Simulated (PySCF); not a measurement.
C3H6O, SMILES C=C(C)O. Geometry optimised at PBE0-D3(BJ)/def2-SVP. Other conformers were not sampled.

Computed with PySCF with PBE0-D3(BJ)/def2-SVP.

Harmonic wavenumbers (cm⁻¹): 183, 412, 464, 484, 516, 730, 804, 888, 977, 1018, 1058, 1214, 1361, 1408, 1440, 1448, 1458, 1758, 3062, 3143, 3173, 3195, 3287, 3869. Rotational constants (GHz): 10.18, 9.103, 4.955; symmetry number 1.

Question: Work out the zero-point energy and the ideal-gas rigid-rotor harmonic-oscillator thermochemistry at 298.15 K and 1 atm.

Answer: ZPE = ½ Σ hcν = ½ × 37351 cm⁻¹ = 53.40 kcal/mol. H − E(el) = 57.01 kcal/mol. Entropy in cal/(mol K): translation 38.10, rotation 24.06, vibration 6.30, total 68.46. G − E(el) = 36.60 kcal/mol. Cp = 18.81 cal/(mol K).
